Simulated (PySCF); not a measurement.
C₇H₈BF.
Geometry (PBE0-D3(BJ)/def2-SVP, Å), atoms numbered from 1 in this order:
```xyz
17
C7H8BF angstrom
F      3.1543    0.8795   -0.4160
C      2.5136   -0.2710   -0.0581
C      1.0110   -0.1178   -0.0091
C      0.4742    1.1012   -0.3505
C     -0.8769    1.5371   -0.4006
C     -2.0346    0.8526   -0.1170
B     -2.1882   -0.5938    0.3404
C     -1.0090   -1.5439    0.5562
C      0.3317   -1.3047    0.3971
H      2.7808   -1.0623   -0.7822
H      2.8856   -0.5873    0.9332
H      1.2137    1.8570   -0.6280
H     -0.9801    2.5829   -0.7173
H     -2.9470    1.4489   -0.2440
H     -3.3060   -1.0197    0.5453
H     -1.2376   -2.5659    0.8848
H      1.0094   -2.1443    0.6122
```

Computed with PySCF at B3LYP/def2-SVPD, non-relativistic, on one gas-phase PBE0-D3(BJ)/def2-SVP geometry that isn't relaxed in the solvent. The solvent is an IEF-PCM continuum (cavity from Bondi-type radii × 1.2). Specific hydrogen bonds and non-electrostatic terms are outside this model.

Gas phase at B3LYP/def2-SVPD: HOMO -6.97 eV, LUMO -2.23 eV, dipole 1.50 D.

Question: What does the continuum do to the energy, the frontier levels and the dipole at B3LYP/def2-SVPD in benzene and chloroform?

Answer: 
```tsv
solvent	ε	E(solvent) − E(gas) (kJ/mol)	polarisation term (kJ/mol)	distortion of the solute (kJ/mol)	HOMO (eV)	LUMO (eV)	dipole (D)
benzene	2.271	-7.46	-8.15	0.69	-6.91	-2.16	1.86
chloroform	4.711	-12.10	-13.99	1.89	-6.90	-2.14	2.12
```

The polarisation term is half the interaction of the solute with the surface charges that it induces; the rest is the cost of distorting the solute's density. The sum is the electrostatic part of solvation alone. From benzene to chloroform the lowering changes by a factor 1.62, Onsager's factor (ε − 1)/(2ε + 1) by 1.55 and ε itself by 2.1.

Question: Which radius a makes the point-dipole formula ΔE = −[(ε − 1)/(2ε + 1)]·μ²/a³ give the value in chloroform, with the gas-phase dipole?

Answer: μ = 0.588 au and |ΔE| = 0.00461 Eh give a = 1.58 Å; the farthest nucleus lies 3.53 Å from the centroid of the nuclei, so such a sphere wouldn't even hold the nuclei. The formula assumes a rigid point dipole at the centre of a sphere.

Question: Give the dipole vector in the frame of the coordinates (D, pointing from negative to positive charge), gas and chloroform.

Answer: Gas (1.38, -0.57, 0.04), solvent (1.99, -0.73, 0.04). Its length changes by +42 % and its direction by 3°.

Question: How does the static polarisability (B3LYP/def2-SVPD, frozen core, with the continuum's full static response) change?

Answer: 
| medium | isotropic (au) | principal values (au) | ⟨r²⟩ of the electrons (bohr²) |
| --- | --- | --- | --- |
| gas | 102.9 | 60.2, 114.2, 134.5 | 1285.9 |
| benzene | 120.8 | 68.2, 135.7, 158.3 | 1286.1 |
| chloroform | 133.1 | 74.9, 150.7, 173.7 | 1286.3 |

The isotropic value in chloroform is 1.29 times the gas-phase one; no cavity-field correction is applied. ⟨r²⟩ is taken about the centre of nuclear charge.
